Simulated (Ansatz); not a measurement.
Start from `BC(Cl)BO` and change one atom or group to get `BC(Cl)CC`.

Ansatz, PBE0-D4/def2-TZVP geometries, multiplicity 1. Each molecule was computed in one conformer, which needn't be the lowest.

```json
{"property": "HOMO energy (ωB97M-V/def2-TZVPP) / eV", "`BC(Cl)BO`": "-10.74"}
{"property": "LUMO energy (ωB97M-V/def2-TZVPP) / eV", "`BC(Cl)BO`": "0.06"}
{"property": "size of the dipole moment (B3LYP/def2-TZVPP) / D", "`BC(Cl)BO`": "0.92"}
{"property": "size of the dipole moment (PBE/def2-TZVPP) / D", "`BC(Cl)BO`": "0.78"}
{"property": "LUMO energy (PBE0/def2-TZVPP) / eV", "`BC(Cl)BO`": "-1.88"}
{"property": "size of the dipole moment (ωB97M-V/def2-TZVPP) / D", "`BC(Cl)BO`": "0.90"}
```

Question: Give the same properties after the change, and the shifts. (An estimate is asked.)

Answer: Computed: 
```json
{"property": "HOMO energy (ωB97M-V/def2-TZVPP) / eV", "`BC(Cl)CC`": "-10.92", "shift": "-0.18"}
{"property": "LUMO energy (ωB97M-V/def2-TZVPP) / eV", "`BC(Cl)CC`": "1.49", "shift": "1.43"}
{"property": "size of the dipole moment (B3LYP/def2-TZVPP) / D", "`BC(Cl)CC`": "2.05", "shift": "1.13"}
{"property": "size of the dipole moment (PBE/def2-TZVPP) / D", "`BC(Cl)CC`": "2.05", "shift": "1.27"}
{"property": "LUMO energy (PBE0/def2-TZVPP) / eV", "`BC(Cl)CC`": "-0.37", "shift": "1.51"}
{"property": "size of the dipole moment (ωB97M-V/def2-TZVPP) / D", "`BC(Cl)CC`": "2.04", "shift": "1.14"}
```

With PBE0 the HOMO falls by 0.20 eV and the LUMO rises by 1.51 eV, so the gap widens by about 1.71 eV. PBE moves the HOMO by -0.23 eV and ωB97M-V by -0.18 eV. Dipoles are sizes alone; their direction can turn.

B3LYP here is the variant with VWN-RPA as its local correlation; programs differ in this.
